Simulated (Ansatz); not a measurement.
`N#COC(F)[SiH3]` and `FCOC(F)[SiH3]` differ in one atom or group.

Ansatz, PBE0-D4/def2-TZVP geometries, multiplicity 1. Each molecule was computed in one conformer, which needn't be the lowest.

```csv
property,`N#COC(F)[SiH3]`
HOMO energy (PBE/def2-TZVPP) / eV,-7.56
HOMO–LUMO gap (PBE0/def2-TZVPP) / eV,8.75
HOMO–LUMO gap (B3LYP/def2-TZVPP) / eV,8.26
LUMO energy (PBE/def2-TZVPP) / eV,-1.09
LUMO energy (B3LYP/def2-TZVPP) / eV,-0.48
HOMO energy (ωB97M-V/def2-TZVPP) / eV,-11.32
```

**Question.** Give the same properties after the change, and the shifts. (Estimate.)

**Answer.** Computed: 
| property | `FCOC(F)[SiH3]` | shift |
| --- | --- | --- |
| HOMO energy (PBE/def2-TZVPP) / eV | -7.18 | 0.38 |
| HOMO–LUMO gap (PBE0/def2-TZVPP) / eV | 9.18 | 0.43 |
| HOMO–LUMO gap (B3LYP/def2-TZVPP) / eV | 8.74 | 0.48 |
| LUMO energy (PBE/def2-TZVPP) / eV | -0.37 | 0.72 |
| LUMO energy (B3LYP/def2-TZVPP) / eV | 0.23 | 0.71 |
| HOMO energy (ωB97M-V/def2-TZVPP) / eV | -11.04 | 0.28 |

With PBE0 the HOMO rises by 0.28 eV and the LUMO rises by 0.70 eV, so the gap widens by about 0.42 eV. PBE moves the HOMO by 0.38 eV and ωB97M-V by 0.28 eV.

B3LYP here is the variant with VWN-RPA as its local correlation; programs differ in this.
